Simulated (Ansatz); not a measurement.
Molecule: C₆H₇, charge -1, multiplicity 1. It need not be the lowest isomer of its formula. Whether it binds its extra electron was not tested at this geometry. 
Structure (B3LYP-D3(BJ)/def2-TZVP (Ansatz, an electronic-structure program) minimum search):
```xyz
13

C      2.1268     0.1789     0.1749
C      0.6486    -0.0095     0.0483
C     -0.0499    -1.1576    -0.0946
C     -1.5350    -0.9911    -0.1939
C     -1.6689     0.3631    -0.0977
C     -0.3517     1.1149     0.0609
H      2.4116     0.6673     1.1180
H      2.6432    -0.7855     0.1382
H      2.5437     0.8043    -0.6278
H      0.4462    -2.1303    -0.1335
H     -2.6066     0.9203    -0.1249
H     -0.2947     1.6973     0.9955
H     -0.1625     1.8345    -0.7528
```
Charge -1, spin multiplicity 1.

Total electronic energies in hartree. Correlated levels leave the core frozen unless marked. Spin-orbit coupling is left out. No relativistic terms. CBS(X,Y): correlation extrapolated as X^-3; Hartree-Fock from the larger set. The bracket is a focal-point correction in the basis named.

The Hartree-Fock reference is unstable (checked in the largest basis), which strains HF and MP2. 

| level | program | energy (Eh) |
|---|---|---|
| revPBE-D4/def2-TZVPD | Ansatz + dftd4 | (withheld) |
| r2SCAN/def2-TZVPD | Ansatz | -232.70049 |
| B3LYP-D3(BJ)/def2-TZVPD | Ansatz + dftd3 | -232.87174 |
| PBE0-D3(BJ)/def2-TZVPD | Ansatz + dftd3 | -232.56670 |
| PBE0-D4/def2-TZVPD | Ansatz + dftd4 | -232.56770 |
| LC-wPBE-D3(BJ)/def2-TZVPD | Ansatz + dftd3 | (withheld) |
| RI-MP2/aug-cc-pVTZ | Ansatz | -232.25329 |
| SCS-MP2/cc-pVDZ | Ansatz | -231.96975 |
| RI-MP2/CBS(aug-cc-pVTZ,aug-cc-pVQZ)+[CCSD(T)-MP2]/aug-cc-pVTZ | Ansatz | -232.4442 |

Q: Fill in the missing entries.

A: 
- revPBE-D4/def2-TZVPD, energy (Eh): -232.82252
- LC-wPBE-D3(BJ)/def2-TZVPD, energy (Eh): -232.68618
